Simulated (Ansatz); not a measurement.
`CC[C@@H]1CCC[C@H]1C` at its PBE0-D4/def2-TZVP geometry, where that method's forces vanish. The species carries charge 0 and has multiplicity 1.

```xyz
24

C     0.1477    0.1029   -2.8574
C    -0.4540    0.6068   -1.5559
C     0.1976    0.0193   -0.3169
C     0.0517   -1.5019   -0.1894
C     0.1246   -1.8147    1.3199
C     0.2090   -0.4525    2.0193
C    -0.3540    0.5436    1.0111
C    -0.0198    1.9888    1.3178
H     0.0323   -0.9790   -2.9592
H     1.2176    0.3263   -2.9060
H    -0.3277    0.5688   -3.7237
H    -1.5262    0.3736   -1.5304
H    -0.3774    1.6991   -1.5244
H     1.2700    0.2677   -0.3400
H     0.8088   -2.0397   -0.7633
H    -0.9199   -1.8048   -0.5948
H    -0.7675   -2.3579    1.6405
H     0.9784   -2.4482    1.5682
H     1.2548   -0.1917    2.2203
H    -0.3140   -0.4300    2.9784
H    -1.4479    0.4278    0.9829
H     1.0648    2.1375    1.3297
H    -0.4428    2.6719    0.5772
H    -0.4058    2.2863    2.2964
```

What forces (eV/Å) does ωB97M-V/def2-TZVPP give on these atoms in Ansatz 0.2.0? (Estimate.)

Computed: 
```
C1   0.084 -0.075 -0.176
C2  -0.182  0.162  0.032
C3   0.181  0.052  0.010
C4  -0.028 -0.138 -0.175
C5  -0.005 -0.214  0.095
C6   0.085  0.062  0.211
C7  -0.191 -0.042 -0.033
C8   0.046  0.197  0.037
H9   0.006  0.068  0.011
H10 -0.070 -0.015  0.010
H11  0.037 -0.038  0.066
H12  0.064  0.008  0.004
H13 -0.004 -0.072 -0.003
H14 -0.047 -0.010  0.005
H15 -0.047  0.036  0.035
H16  0.050  0.026  0.019
H17  0.061  0.042 -0.022
H18 -0.060  0.049 -0.021
H19 -0.059 -0.010 -0.020
H20  0.030  0.000 -0.067
H21  0.056 -0.002 -0.003
H22 -0.062 -0.017 -0.004
H23  0.028 -0.046  0.052
H24  0.027 -0.024 -0.064
```
